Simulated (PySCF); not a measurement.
# Indium: a sound run and one with changed settings

Sound run: In⁺ [Kr] 4d10 5s2, In²⁺ [Kr] 4d10 5s1. All numbers are calculated (PySCF 2.14, a scalar-relativistic core potential, in cc-pVTZ-PP with ECP28MDF (5s4p3d1f, 39 functions)). The sound run starts from symmetry-adapted Hartree-Fock orbitals and uses a fine grid where one is needed.

Changed run: radial step 0.3 in ln r (0.13 in the sound run). This setting is unsound on purpose.

```
species  method  sound run (hartree)  changed run (hartree)  converged
    In⁺     UHF           -189.01875             -189.01875        yes
    In⁺    TPSS           -189.82954             -189.82740        yes
    In⁺   M06-L           -190.05728             -190.01926        yes
   In²⁺     UHF           -188.39358             -188.39358        yes
   In²⁺    TPSS           -189.13967             -189.13787        yes
   In²⁺   M06-L           -189.37130             -189.33513        yes
```

Ionisation energy of In⁺:

```csv
method,sound run (eV),changed run (eV)
UHF,17.012,17.012
TPSS,18.773,18.763
M06-L,18.667,18.616
```

A coarse radial grid mis-integrates the density and the exchange-correlation energy, with errors of either sign; Hartree-Fock needs no grid.

For comparison, NIST gives 18.870 eV between the lowest levels.
